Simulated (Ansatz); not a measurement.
Relaxation of FH5O2W (9 atoms, charge 0, multiplicity 1), to a largest force component of 0.03 eV/Å in at most 50 steps.

These are results of RKS PBE/def2-SVP in Ansatz, not measurements.

```xyz
9
Properties=species:S:1:pos:R:3
W 0.117 0.353 -0.116
F 0.572 0.442 1.683
H 1.473 -0.673 0.096
O -0.403 2.218 -0.032
H -1.117 2.730 0.387
H -1.429 -0.334 -0.038
H 0.090 -1.343 0.204
O 0.443 0.168 -1.934
H 1.086 -0.271 -2.518
```

Problem. Where does it end, and by what steps?

Solution. It converged. After 7 steps the energy has fallen by 0.050 eV; F2 moved furthest, 0.13 Å.

| step | energy less start (eV) | largest force component (eV/Å) | accepted |
| --- | --- | --- | --- |
| 0 | 0.0000 | 0.664 | yes |
| 1 | -0.0065 | 0.464 | yes |
| 2 | 0.0195 | 0.518 | no |
| 3 | -0.0472 | 0.066 | yes |
| 4 | -0.0434 | 0.389 | no |
| 5 | -0.0494 | 0.051 | yes |
| 6 | -0.0494 | 0.093 | yes |
| 7 | -0.0501 | 0.025 | yes |

```xyz
9
Properties=species:S:1:pos:R:3
W 0.138 0.361 -0.088
F 0.469 0.452 1.754
H 1.505 -0.684 0.025
O -0.379 2.229 -0.034
H -1.101 2.748 0.362
H -1.391 -0.360 -0.047
H 0.126 -1.346 0.188
O 0.435 0.187 -1.913
H 1.030 -0.297 -2.515
```

Whether the end is a true minimum wasn't checked by a vibrational analysis.

Time of the run: 14 s on 2 threads of AMD EPYC 7R43 64-Core Processor (Zen 3) (shared host), peak memory 0.14 GiB.
